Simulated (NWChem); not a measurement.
CH₃Cl₂Ga; SMILES [CH3][Ga]([Cl])[Cl]

```xyz
7

Ga     0.3158    -0.0012     0.0043
Cl    -0.8703    -1.8173    -0.0041
Cl    -0.8725     1.8137    -0.0041
C      2.2787     0.0061     0.0027
H      2.6409     0.8222     0.6327
H      2.6251     0.1667    -1.0230
H      2.6532    -0.9530     0.3669
```
Atoms are numbered in this order, from 1.

Level: B3LYP/6-31G* (spherical d) (NWChem), optimised geometry, unscaled harmonic frequencies. 

Q: List the harmonic frequencies with IR intensities, and the thermochemistry.

A: 
```
frequency (cm⁻¹)  IR intensity (km/mol)
----------------  ---------------------
7                                   0.0
131                                 7.7
133                                 3.3
137                                 5.4
374                                28.7
416                                97.1
578                                21.3
762                                21.9
797                                52.5
1266                                0.2
1485                                3.4
1486                                2.9
3071                                1.0
3156                                1.6
3177                                1.4
```

```json
{
 "zero_point_energy": "24.3 kcal/mol",
 "thermal correction to the enthalpy at 298.15 K (with zero-point energy)": "29.1 kcal/mol",
 "heat capacity Cv": "19.4 cal/(mol K)",
 "entropy at 298.15 K and 1 atm (symmetry number 1)": "89.1 cal/(mol K)",
 "dipole_moment": "3.20 D"
}
```

Rigid rotor and harmonic oscillator; modes under 100 cm⁻¹ make the entropy uncertain.
